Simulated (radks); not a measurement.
Trend from Zn+ to Hg+: ionisation energy by Delta-SCF between NIST ground configurations, and size. Calculated with a radial shooting solver on a logarithmic mesh with Libxc functionals: scalar-relativistic Kohn-Sham, PBE, spin-unpolarised, spherical densities, finite nucleus; Fermi nuclear charge, rms radius of each element as measured or else 0.836 A^(1/3) + 0.57 fm.

species       configuration  configuration of the ion  IE (eV)  NIST (eV)  kind  -e(HOMO) (eV)  outermost  <r> outermost (bohr)
Zn+           [Ar] 3d10 4s1                 [Ar] 3d10   18.442     17.964  exp.    13.998 (4s)         4s                  2.40
Cd+           [Kr] 4d10 5s1                 [Kr] 4d10   17.125     16.908  exp.    13.058 (5s)         5s                  2.65
Hg+      [Xe] 4f14 5d10 6s1            [Xe] 4f14 5d10   18.965     18.757  exp.    14.704 (6s)         6s                  2.51

Reference values: NIST Atomic Spectra Database (measured). Spin polarisation and multiplet splitting are left out, so open shells lie too high by an amount that depends on their filling.

Beside tabulated values, note that spin-unpolarised runs miss the spin-polarisation part of the exchange energy of open shells.
